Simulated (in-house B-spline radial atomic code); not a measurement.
Whole-atom quantities along the 60-electron series, configuration [Kr] 4d10 4f13 5s1. Breit and QED terms are first order and not part of the total energy; the density at the nucleus is averaged over the nuclear charge. Computed with a B-spline radial code for spherical atoms: Dirac-Hartree-Fock, average of the configuration, finite nuclei.

```tsv
ion	Z	E/Z² (Eh)	Σ<r²> (bohr²)	n(0)/Z³ (bohr⁻³)	Lamb diamagnetic shielding (ppm)	repulsion over attraction	Breit energy (eV)	self-energy (eV)	vacuum polarisation (eV)	Dirac less non-relativistic energy (Eh)
Hg20+	80	-3.0461	8.2179	4.1078	10667.3	0.12678	600.45	516.59	-101.6	-1236.99
Tl21+	81	-3.0638	7.8287	4.2862	10871.1	0.12536	627.19	542.84	-108.35	-1309.73
Pb22+	82	-3.0815	7.4683	4.4697	11077.3	0.12394	654.83	570.25	-115.51	-1385.97
Bi23+	83	-3.0991	7.1336	4.6653	11286.1	0.12253	683.38	598.86	-123.13	-1465.89
```
